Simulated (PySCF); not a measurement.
**Question.** Give a PBE0-D3(BJ)/def2-SVP geometry of `C=CN1CCCN1`.

**Answer.** 
Z-matrix in Å and degrees, rows numbered from 1:
```
C 
C   1  1.3433
N   2  1.3712  1  126.81
C   3  1.4583  2  122.68  1   154.65
C   4  1.5387  3  103.10  2  -172.22
C   5  1.5413  4  102.98  3    -1.92
N   3  1.3962  2  118.96  1     7.37
H   1  1.0902  2  119.58  3   176.94
H   1  1.0911  2  121.34  3     0.11
H   2  1.0954  1  120.67  3  -179.23
H   4  1.1086  3  112.23  2   -52.70
H   4  1.1015  3  109.93  2    66.89
H   5  1.1004  4  110.37  3   116.35
H   5  1.0993  4  112.85  3  -123.49
H   6  1.1015  5  110.55  4   -92.73
H   6  1.0991  5  113.72  4   145.37
H   7  1.0303  3  108.88  2    73.78
```

Of the pairs four or more bonds apart, N7···H9 is among the closest relative to their van der Waals radii: 2.60 Å, 95 % of the sum of Bondi's values. The 5-membered ring N3–C4–C5–C6–N7 has internal angles of 102.3° to 111.0°; it is puckered, 0.16 Å rms from its mean plane, widest ring torsion 39°. The 3 C–C bonds span 1.343 Å (C1=C2, drawn double) to 1.541 Å (C5–C6, drawn single), a spread of 0.198 Å. N7 (hydrazine nitrogen) is pyramidal (angles 109.4°, 108.9° and 102.3°, sum 320.5°, 0.47 Å off the plane of its three neighbours).

Method: PySCF 2.14.0, PBE0-D3(BJ)/def2-SVP geometry optimisation, gas phase.

Point group: C1 (no symmetry element, even within 0.4 Å). Not checked by PBE0-D3(BJ)/def2-SVP frequencies. The numbers are those of one conformer (C1–C2–N3–C4 155°, C2–N3–C4–C5 -172°, N3–C4–C5–C6 -2°, C4–C5–C6–N7 24°, C5–C6–N7–N3 -38°).
